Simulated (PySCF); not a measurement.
BF₂, SMILES F[B-]F (connectivity only; charge and spin as stated), charge -1, multiplicity 1.

Geometry: PBE0-D3(BJ)/def2-TZVPD.

Two levels are set side by side: PBE/def2-TZVPD (PySCF) and PBE0/def2-TZVPD (PySCF). Same geometry, gas phase. Differences are taken from unrounded values.

```tsv
quantity	PBE0	PBE	PBE minus PBE0
orbital gap (eV)	3.87	2.55	-1.31
highest occupied level (eV)	0.57	1.42	0.85
lowest empty level (eV)	4.43	3.97	-0.46
mean polarisability (bohr³)	61.4	71.3	9.9
```

PBE's occupied levels lie high since its potential decays too fast outside the molecule; exact exchange lowers them and widens the gap. Loosely held outer electrons make PBE densities more polarisable. Differences between two approximate levels are no errors against the true value.

Rough cost on one machine, each run with all the roots and properties that it gave: PBE0 against PBE within a factor of 2.
